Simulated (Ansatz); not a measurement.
Process, species as SMILES: NB(Cl)Cl -> [NH-]B(Cl)Cl + H+
Structures are relaxed separately at B3LYP-D3(BJ)/def2-TZVP in Ansatz (a first-principles code), one conformer each, not searched for the lowest.

Wanted: gas-phase deprotonation energy (electronic energy difference), in kcal/mol. Correlated levels leave the core frozen unless marked. Spin-orbit coupling is left out. No relativistic terms. Anions need diffuse functions: aug- sets have them; def2-D sets add few; the other sets have none. Basis-set limits of correlation are two-point, X^-3; Hartree-Fock from the larger set.

```tsv
level	program	gas-phase deprotonation energy (kcal/mol)
HF/6-31G*	Ansatz	374.4
HF/aug-cc-pV(T+d)Z	Ansatz	372.0
HF/cc-pV(T+d)Z	Ansatz	374.7
HF/cc-pwCVTZ	Ansatz	374.5
SVWN5/def2-TZVPD	Ansatz	356.7
r2SCAN/def2-TZVPD	Ansatz	364.3
B3LYP-D3(BJ)/def2-TZVPD	Ansatz + dftd3	364.4
```

Estimate the value at CCSD(T)/CBS(aug-cc-pV(T+d)Z,aug-cc-pV(Q+d)Z) as computed with Ansatz.

363.7 kcal/mol, so B3LYP-D3(BJ)/def2-TZVPD differs from it by 0.7 kcal/mol.
